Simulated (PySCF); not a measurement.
Species: C₃H₆BFO₂.
Atom-mapped SMILES: `[CH2:1]=[CH:2][O:3][B:4]([F:5])[O:6][CH3:7]` (hydrogens: H8, H9 on C1; H10 on C2; H11, H12, H13 on C7)

Computed by this run: PBE0-D3(BJ)/def2-SVP geometry optimisation, gas phase (PySCF 2.14.0); density fitting, grid level 1; the optimiser is geomeTRIC in internal coordinates, started from a GFN2-xTB structure with every atom displaced at random (about 0.01 Å).

Step 2: E = -10679.8942 eV
```
atom  x, y, z in Å  |  force x, y, z in eV/Å
C1     -2.3243    0.9328    0.9295   -0.295  -0.069  -0.023
C2     -1.7451    0.0377    0.1344    0.179   0.256   0.224
O3     -0.3892   -0.0079    0.0440    0.143  -0.058  -0.293
B4      0.2715   -0.8128   -0.8403    0.325  -0.218   0.472
F5     -0.4251   -1.6331   -1.6157    0.010  -0.030  -0.250
O6      1.6194   -0.8648   -0.8815   -0.375   0.134  -0.107
C7      2.4375   -0.0501   -0.0774    0.014  -0.020  -0.018
H8     -1.7355    1.6427    1.5145    0.013  -0.027  -0.031
H9     -3.4116    0.9570    1.0039   -0.013   0.028   0.027
H10    -2.2982   -0.6935   -0.4652    0.057   0.018  -0.007
H11     3.2086    0.4182   -0.7084   -0.031  -0.012   0.000
H12     2.9453   -0.6671    0.6806   -0.014  -0.011  -0.005
H13     1.8617    0.7354    0.4330   -0.013   0.010   0.012
```

Step 3: E = -10679.9033 eV
```
atom  x, y, z in Å  |  force x, y, z in eV/Å
C1     -2.3739    0.9421    0.9305    0.225   0.098   0.114
C2     -1.7258    0.0784    0.1555   -0.068  -0.318  -0.219
O3     -0.3705    0.0095    0.0588   -0.003   0.201   0.050
B4      0.2791   -0.8220   -0.8123   -0.020  -0.109   0.125
F5     -0.4150   -1.6435   -1.5942   -0.064   0.048  -0.038
O6      1.6174   -0.8660   -0.8910    0.013   0.127   0.019
C7      2.4592   -0.0659   -0.0966   -0.081  -0.025   0.106
H8     -1.8280    1.6624    1.5441   -0.040   0.027   0.010
H9     -3.4648    0.9294    0.9658    0.072  -0.012  -0.025
H10    -2.2553   -0.6564   -0.4582   -0.053  -0.023  -0.052
H11     3.2107    0.4207   -0.7332    0.004  -0.001  -0.078
H12     2.9875   -0.6997    0.6327    0.003  -0.005  -0.001
H13     1.8945    0.7053    0.4493    0.011  -0.008  -0.011
```

Step 4: E = -10679.9053 eV
```
atom  x, y, z in Å  |  force x, y, z in eV/Å
C1     -2.3289    0.9448    0.9244   -0.142  -0.012   0.000
C2     -1.7329    0.0508    0.1410    0.072   0.078   0.107
O3     -0.3782   -0.0200    0.0609    0.004  -0.181  -0.051
B4      0.2746   -0.8593   -0.7961    0.035   0.250  -0.275
F5     -0.4065   -1.6439   -1.6272   -0.073  -0.069   0.136
O6      1.6117   -0.8632   -0.8844    0.059  -0.060   0.096
C7      2.4317   -0.0512   -0.0814    0.001  -0.017   0.036
H8     -1.7528    1.6537    1.5231    0.016  -0.023  -0.015
H9     -3.4174    0.9738    0.9743   -0.008   0.016   0.003
H10    -2.2814   -0.6729   -0.4713    0.010   0.011  -0.010
H11     3.1583    0.4666   -0.7241    0.009   0.007  -0.012
H12     2.9880   -0.6791    0.6320    0.009   0.005  -0.001
H13     1.8487    0.6942    0.4803    0.006  -0.004  -0.013
```

Q: Estimate the geometry and energy of step 5. (The exact step hangs on the optimiser's Hessian estimate; all steps are aligned on step 4, rigid shifts and turns removed.)

A: E = -10679.9125 eV, largest force 0.069 eV/Å
```
atom  x, y, z in Å  |  force x, y, z in eV/Å
C1     -2.3433    0.9370    0.9304    0.003  -0.015  -0.008
C2     -1.7301    0.0595    0.1408   -0.007   0.017   0.010
O3     -0.3752   -0.0016    0.0521   -0.004   0.037   0.008
B4      0.2760   -0.8360   -0.8092    0.024  -0.032   0.010
F5     -0.4228   -1.6462   -1.5995    0.034  -0.006  -0.021
O6      1.6151   -0.8655   -0.8824   -0.066  -0.019  -0.001
C7      2.4419   -0.0558   -0.0841    0.025   0.010  -0.021
H8     -1.7762    1.6458    1.5370    0.004   0.000   0.003
H9     -3.4320    0.9535    0.9749   -0.011  -0.003   0.005
H10    -2.2711   -0.6623   -0.4808    0.005   0.010   0.004
H11     3.1829    0.4372   -0.7311    0.003   0.005   0.018
H12     2.9815   -0.6809    0.6446   -0.005  -0.004  -0.007
H13     1.8682    0.7098    0.4587   -0.004  -0.002   0.000
```

The energy changes by -0.0072 eV. The first-order estimate −F·Δx gives -0.0153 eV and the mean of the old and new forces, exact on a quadratic surface, -0.0071 eV. The step makes an angle of 70° with the force vector and moves no atom by more than 0.039 Å.

The cost below is that of the whole optimisation. Hardware: Intel Xeon 6975P-C, one thread, on a shared host. Cost: 37 s wall, 0.53 GiB resident at most.
